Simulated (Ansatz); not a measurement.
Cost and result for the atomization energy of `Cl[SiH][NH][GeH2][Cl]` radical (9 atoms, 8 bonds).

```csv
atom,x (Å),y (Å),z (Å)
Cl1,-1.649,-1.919,0.824
Si2,-1.374,-0.829,-0.904
N3,0.122,0.007,-0.744
Ge4,0.880,0.723,0.762
Cl5,-0.322,2.370,1.477
H6,-1.268,-1.781,-2.053
H7,0.456,0.437,-1.598
H8,2.236,1.307,0.356
H9,0.917,-0.314,1.879
```

The species carries charge 0 and has multiplicity 2. Correlated methods include outer-core shells of Ge, which these sets cover unevenly. Scalar relativity is left out up to krypton. All single points use the PBE0-D4/def2-TZVP geometry. It is one conformer, not always the lowest. Program: Ansatz. Hardware: A = 2 threads of an AMD EPYC 7R13 on a shared host; B = 2 threads of an AMD EPYC 7R13 on a shared host and a share of an NVIDIA H100 80 GB. Times are those of one run each, without the atoms' runs, and a repeat can differ threefold. Electronic energies, without spin–orbit coupling; frozen cores. CCSD(T)/CBS adds CCSD(T) − MP2 in def2-TZVPP to the MP2 limit, and its time is that of the two runs behind it. T1 = 0.012; ⟨S²⟩ of the reference is 0.76. With those shells the extrapolation isn't a true limit. B3LYP takes the VWN-RPA correlation (the form of Gaussian; ORCA's B3LYP/G).

CCSD(T)/CBS is a level of theory with its own doubt, some kJ/mol a heavy atom from the limit and from the frozen cores, so smaller differences don't rank the functionals.

```json
{"level": "PBE-D4/def2-TZVPP (with forces) [A]", "functions": "261", "wall time": "7.5 s", "atomization (kcal/mol)": "646.6", "difference from CCSD(T)/CBS": "5.9", "per bond": "0.7"}
{"level": "MP2/def2-QZVPP [B]", "functions": "476", "wall time": "7.5 s", "atomization (kcal/mol)": "644.0", "difference from CCSD(T)/CBS": "3.3", "per bond": "0.4"}
{"level": "r2SCAN-D4/def2-TZVPP (with forces) [A]", "functions": "261", "wall time": "16 s", "atomization (kcal/mol)": "643.6", "difference from CCSD(T)/CBS": "2.9", "per bond": "0.4"}
{"level": "PBE0-D4/def2-TZVPP [A]", "functions": "261", "wall time": "18 s", "atomization (kcal/mol)": "637.5", "difference from CCSD(T)/CBS": "-3.2", "per bond": "-0.4"}
{"level": "CCSD(T)/def2-TZVPP [B]", "functions": "261", "wall time": "19 s", "atomization (kcal/mol)": "620.4", "difference from CCSD(T)/CBS": "-20.3", "per bond": "-2.5"}
{"level": "B3LYP-D4/def2-TZVPP (with forces) [A]", "functions": "261", "wall time": "19 s", "atomization (kcal/mol)": "635.7", "difference from CCSD(T)/CBS": "-5.0", "per bond": "-0.6"}
{"level": "B2PLYP/def2-TZVPP [A]", "functions": "261", "wall time": "19 s", "atomization (kcal/mol)": "627.6", "difference from CCSD(T)/CBS": "-13.1", "per bond": "-1.6"}
{"level": "CCSD(T)/CBS(def2)", "functions": "–", "wall time": "26 s", "atomization (kcal/mol)": "640.7", "difference from CCSD(T)/CBS": "0.0", "per bond": "0.0"}
{"level": "ωB97X-V/def2-TZVPP [A]", "functions": "261", "wall time": "31 s", "atomization (kcal/mol)": "646.1", "difference from CCSD(T)/CBS": "5.4", "per bond": "0.7"}
{"level": "ωB97M-V/def2-TZVPP (with forces) [A]", "functions": "261", "wall time": "42 s", "atomization (kcal/mol)": "639.7", "difference from CCSD(T)/CBS": "-1.0", "per bond": "-0.1"}
```

The D4 term adds +11.8 kcal/mol with B3LYP and +6.2 kcal/mol with PBE0; it sums over pairs of atoms, weighted by their polarisabilities, and B3LYP, whose exchange is more repulsive, gets the larger term. In def2-TZVPP, CCSD(T) changes the Hartree–Fock value by +169.8 kcal/mol (the triples alone add +11.6 kcal/mol) and MP2 by +181.4 kcal/mol; breaking electron pairs costs correlation energy, which Hartree–Fock lacks. From PBE to PBE0 (25 % exact exchange), in def2-TZVPP and without D4, the atomization energy moves by −8.2 kcal/mol: exact exchange takes away binding that semilocal exchange gives to molecules.
